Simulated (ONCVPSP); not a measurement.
oxygen (O): one change to an ONCV potential, before and after

```
Element                 : O (Z = 8)
Generator               : ONCVPSP 4.0.1
Type                    : optimised norm-conserving Vanderbilt (ONCV)
Functional              : PBE
Relativity              : scalar-relativistic
Frozen core             : [He]
Valence charge          : 6
Reference configuration : 2s2 2p3 (charge +1)
Partial waves           : 2s: rc 0.65 bohr, ncon 3, nbas 7, qcut 8.6 1/bohr, local; 2p: rc 2.10 bohr, ncon 4, nbas 8, qcut 6.7 1/bohr, 1 projector; d scattering state at 0.26 Ha: rc 1.90 bohr, ncon 4, nbas 7, qcut 6 1/bohr, 3 projectors, debl 2.7 Ha
Local potential         : the s channel
Core correction         : Teter function fitted to the true core (icmod 2), fcfact 0.4
```

Change: p: qcut 9.8.

Cutoffs: the cutoffs (Ha) at which the residual kinetic energy of the hardest occupied pseudo-wave falls to 1 and 0.1 mHa per electron; they do not see the model core or the augmentation charge, which bear on the density cutoff. Errors are all-electron minus pseudo energies relative to the spin-unpolarised reference configuration.

Question: What does the change do?

Answer: The potential gets neither clearly harder nor softer (43 Ha and 154 Ha → 43 Ha and 154 Ha); the s channel sets the loose cutoff, while the largest relative change is in p, which becomes harder; of the 4 tests that both files solve, the error grows in 0 and shrinks in 4 by more than 15 % and 0.3 meV (median size 425.9 → 249.4 meV); neither file shows a bound ghost.

| quantity | base | changed |
| --- | --- | --- |
| cutoff, loose | 43 Ha | 43 Ha |
| cutoff, tight | 154 Ha | 154 Ha |
| loose cutoff by channel | s 43 Ha, p 16 Ha | s 43 Ha, p 23 Ha |
| bound ghosts | none | none |
| GHOST(+) flags under 300 eV | none | none |
| error for 2s2 2p4, meV [ΔE -16.43 eV] | +99 | +46 |
| error for 2s2 2p2, meV [ΔE 33.59 eV] | +343 | +183 |
| error for 2s2 2p1, meV [ΔE 87.45 eV] | +2068 | +1178 |
| error for 2s0 2p6, meV [ΔE 13.51 eV] | +509 | +316 |
| s: phases at 0.66 bohr within 0.05 rad from the reference energy up to (Ha; the scan ends near 5) | to the end of the scan | to the end of the scan |
| p: phases at 2.13 bohr within 0.05 rad from the reference energy up to (Ha; the scan ends near 5) | -0.1 | 0.1 |
| d: phases at 1.92 bohr within 0.05 rad from the reference energy up to (Ha; the scan ends near 5) | to the end of the scan | to the end of the scan |
| rms error of d²Exc/dni dnj with the model core, mHa | 1.31 | 2.26 |
